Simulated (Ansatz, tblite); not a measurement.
Removing and adding an electron: `Sc1ccc(-c2ccc(-c3ccc(-c4ccc(S)nc4)nc3)nc2)nc1`. Charge 0, multiplicity 1. Geometry: PBE-D4/def2-SVP. Ansatz, gas phase; energy differences of separate SCF runs; the oxidised species was run as a doublet alone; the reduced species was run as a doublet alone.

```xyz
40

S     4.831   -5.212   -6.227
C     3.804   -4.320   -5.098
C     2.428   -4.559   -4.907
C     1.723   -3.786   -3.983
C     2.396   -2.779   -3.252
C     1.717   -1.920   -2.255
C     2.424   -0.884   -1.607
C     1.776   -0.078   -0.674
C     0.409   -0.307   -0.386
C    -0.355    0.509    0.584
C    -1.692    0.180    0.895
C    -2.403    0.953    1.811
C    -1.773    2.064    2.422
C    -2.458    2.929    3.407
C    -3.771    2.695    3.877
C    -4.346    3.560    4.807
C    -3.581    4.661    5.255
S    -4.287    5.778    6.437
N    -2.332    4.905    4.825
C    -1.796    4.064    3.934
N    -0.494    2.388    2.118
C     0.177    1.644    1.241
N    -0.269   -1.307   -0.996
C     0.360   -2.073   -1.886
N     3.716   -2.554   -3.444
C     4.391   -3.288   -4.324
H     3.854   -6.036   -6.698
H     1.908   -5.343   -5.480
H     0.649   -3.969   -3.840
H     3.485   -0.742   -1.859
H     2.332    0.724   -0.169
H    -2.142   -0.690    0.395
H    -3.444    0.693    2.046
H    -4.353    1.831    3.523
H    -5.366    3.390    5.183
H    -3.170    6.558    6.474
H    -0.770    4.276    3.591
H     1.211    1.974    1.037
H    -0.256   -2.872   -2.337
H     5.467   -3.060   -4.439
```

The xTB rows come from tblite. Single mean-field runs in def2-TZVP are fitted with def2-universal-jkfit.

Estimate orbital energies and vertical ionisation energies and electron affinities at: GFN1-xTB; GFN2-xTB; PBE-D4/def2-TZVP; PBE0-D4/def2-TZVP.


```csv
level,−HOMO (eV),vertical IE (eV),−LUMO (eV),vertical EA (eV),HOMO–LUMO gap (eV),IE − EA (eV),remarks
GFN1-xTB,10.88,12.46,8.65,6.97,2.23,5.50,–
GFN2-xTB,10.10,11.70,8.09,6.44,2.01,5.26,–
PBE-D4/def2-TZVP,5.28,6.80,2.98,1.48,2.31,5.31,HOMO above zero (-1 doublet)
PBE0-D4/def2-TZVP,6.09,7.16,2.30,1.30,3.79,5.86,–
```

   A HOMO above zero means that the electron is unbound at that level or that self-interaction error raises the level; the energy of removing that electron tells which. Raw xTB energy differences between charge states are shifted by several eV; the methods need an empirical correction for them. Sets without diffuse functions give affinities that are too small.
